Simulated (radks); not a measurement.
Q: Neutral gold, [Xe] 4f14 5d10 6s1. Calculated with a radial shooting solver on a logarithmic mesh with Libxc functionals: non-relativistic Kohn-Sham, r2SCAN, spin-polarised, spherical densities, point nucleus; meta-GGA in the generalised Kohn-Sham scheme. Every spin shell is full or empty, so the densities are truly spherical. Functionals are evaluated on that one density, not self-consistently. Rank these exchange functionals by their error against the exact value of the orbitals, and give that value: LDA, B88, RPBE, PW86, SOGGA, B86b, APBE, TPSS, r2SCAN, MVS.

A: Exact: -338.172 hartree. From best to worst, with 100 (|E| - |E exact|)/|E exact| (equal figures are ties): B86b +0.03, B88 +0.09, MVS +0.10, r2SCAN -0.15, RPBE -0.20, APBE +0.28, PW86 -0.35, TPSS -0.40, SOGGA -1.79, LDA -3.80.
